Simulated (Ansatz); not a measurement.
Isolated molecules relaxed with PBE0-D4/def2-TZVP in Ansatz; ΔE leaves out vibrations. CCSD(T)/CBS adds triple-zeta CCSD(T) − MP2 to the extrapolated MP2 energy (def2 sets, frozen cores). This one scheme is used for every species. Functionals use def2-TZVPP. Each species was taken in one conformer, which may not be the lowest.

`[NH2][AlH][SiH]([SiH3])Cl` + H₂ → `[AlH2][SiH]([SiH3])Cl` + NH₃  (hydrogenolysis of the Al–N bond)

(1) Is it downhill or uphill in electronic energy at CCSD(T)/CBS, and by how much? (Estimate.)

(2) What do these levels give: ωB97X-V, ωB97M-V, PBE, r2SCAN, PBE0, HF/def2-TZVPP, MP2/def2-TZVPP, SCS-MP2/def2-TZVPP, CCSD/def2-TZVPP, HF/def2-QZVPP, MP2/def2-QZVPP, HF/CBS(def2)? (An estimate is asked.)

Largest T1 diagnostic among the species: 0.012.

Answers

(1) Computed: Uphill: ΔE = +0.87 eV.

(2) Computed: ωB97X-V 0.84, ωB97M-V 0.87, PBE 0.81, r2SCAN 0.90, PBE0 0.77, HF/def2-TZVPP 0.66, MP2/def2-TZVPP 0.94, SCS-MP2/def2-TZVPP 0.88, CCSD/def2-TZVPP 0.81, HF/def2-QZVPP 0.66, MP2/def2-QZVPP 0.95, HF/CBS(def2) 0.67 eV.

From PBE to PBE0 (25 % exact exchange), in def2-TZVPP and without D4, ΔE moves by −0.04 eV. In def2-TZVPP, CCSD(T) changes the Hartree–Fock value by +0.20 eV (the triples alone add +0.04 eV) and MP2 by +0.27 eV. The D4 term adds +0.08 eV with B3LYP and +0.04 eV with PBE0; it sums over pairs of atoms, weighted by their polarisabilities, and B3LYP, whose exchange is more repulsive, gets the larger term.

B3LYP here is the variant with VWN-RPA as its local correlation; programs differ in this.
